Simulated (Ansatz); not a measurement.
`C=C[CH2][AlH][F]` + `OB(O)O` → `C=CCOB(O)O` + `[F][AlH2]`  (substitution at a C–Al bond)

Gas-phase electronic energies from Ansatz, PBE0-D4/def2-TZVP geometries. CCSD(T)/CBS is the MP2 limit (def2-TZVPP, def2-QZVPP) plus CCSD(T) − MP2 in def2-TZVPP, frozen cores. This one scheme is used for every species. Functionals use def2-TZVPP. B3LYP here is the variant with VWN-RPA as its local correlation; programs differ in this. Each species was taken in one conformer, which may not be the lowest.

(1) Is it downhill or uphill in electronic energy at CCSD(T)/CBS, and by how much? (Estimate.)

(2) What do these levels give: PBE-D4, PBE0-D4, ωB97X-V, B3LYP, HF/def2-TZVPP, MP2/def2-QZVPP? (An estimate is asked.)

Largest T1 diagnostic among the species: 0.012.

## Answers

(1) Ansatz gave: Uphill: ΔE = +97.2 kJ/mol.

(2) The calculation gave: PBE-D4 109.5, PBE0-D4 109.0, ωB97X-V 91.8, B3LYP 88.0, HF/def2-TZVPP 63.9, MP2/def2-QZVPP 107.8 kJ/mol.

In def2-TZVPP, CCSD(T) changes the Hartree–Fock value by +30.2 kJ/mol (the triples alone add +4.5 kJ/mol) and MP2 by +42.4 kJ/mol.
